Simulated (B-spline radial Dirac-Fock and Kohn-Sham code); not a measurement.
**Energy-loss ionisation edge M4 (3d3/2) of Te**

System: the free tellurium atom, configuration [Kr] 4d10 5s2 5p4. Method: the first Born approximation with generalised oscillator strengths from a Dirac-Hartree-Slater potential (longitudinal and transverse terms; continuum final states only, so no white lines or fine structure). Computed with a B-spline atomic structure program. The edge is taken at 583.4 eV (tabulated value).

Partial cross sections σ(β, Δ) in barn, integrated over a window Δ above the edge and up to the collection semi-angle β, for parallel illumination:

| E₀ (kV) | β (mrad) | Δ = 25 eV | Δ = 50 eV | Δ = 100 eV | Δ = 200 eV | Δ = 300 eV |
| --- | --- | --- | --- | --- | --- | --- |
| 80 | 50 | 1610 | 4420 | 8060 | 13000 | 16200 |
| 80 | 100 | 1720 | 4710 | 8630 | 14000 | 17800 |
| 100 | 10 | 737 | 2010 | 3590 | 5580 | 6760 |
| 100 | 20 | 1110 | 3030 | 5470 | 8640 | 10600 |
| 100 | 50 | 1440 | 3950 | 7220 | 11700 | 14600 |
| 120 | 20 | 1050 | 2880 | 5210 | 8260 | 10200 |
| 120 | 50 | 1320 | 3610 | 6610 | 10700 | 13400 |
| 200 | 50 | 1050 | 2870 | 5260 | 8530 | 10800 |
| 200 | 100 | 1060 | 2900 | 5330 | 8670 | 11000 |
| 300 | 5 | 492 | 1350 | 2420 | 3780 | 4620 |
| 300 | 10 | 685 | 1880 | 3400 | 5390 | 6650 |
| 300 | 20 | ? | ? | ? | ? | ? |
| 300 | 50 | 905 | 2470 | 4540 | 7380 | 9320 |
| 300 | 100 | 909 | 2490 | 4560 | 7420 | 9390 |

Q: Give the row for 300 kV and 20 mrad.

A: 833 b for 25 eV, 2290 b for 50 eV, 4170 b for 100 eV, 6700 b for 200 eV, 8360 b for 300 eV.
